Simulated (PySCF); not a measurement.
Sr (strontium, neutral) across methods

[Kr] 5s1 5p1, high-spin 3P determinant (an excited configuration). Calculation: PySCF 2.14, in x2c-TZVPPall (8s6p6d2f1g, 79 functions); scalar relativity by spin-free X2C-1e. The B2PLYP total includes its PT2 part (frozen core); its orbital energies are those of the SCF part.

```tsv
method	E (hartree)	mean ε 4p β (eV)	mean ε 5s α (eV)	mean ε 5p α (eV)	Σ⟨r²⟩ (bohr²)	⟨S²⟩
PBE0	-3178.87	-25.798	-5.047	-2.627	81.01	2.000
UHF	-3177.28352	-30.670	-6.625	-3.931	84.53	2.000
PBE	-3178.79	-23.813	-4.398	-2.112	80.75	2.000
BHandHLYP	-3179.18	-27.570	-5.533	-2.886	81.62	2.000
r2SCAN	-3179.16	-24.553	-4.466	-2.161	81.30	2.000
BLYP	-3179.27	-23.627	-4.235	-1.864	81.04	2.000
B2PLYP	-3178.69	-27.576	-5.560	-2.940	82.26	2.000
B3LYP	-3179.22	-25.374	-4.901	-2.404	81.04	2.000
```

Problem. Estimate the same row for LDA.

Solution. E (hartree) = -3175.01; mean ε 4p β (eV) = -23.946; mean ε 5s α (eV) = -4.566; mean ε 5p α (eV) = -2.088; Σ⟨r²⟩ (bohr²) = 80.71; ⟨S²⟩ = 2.000.
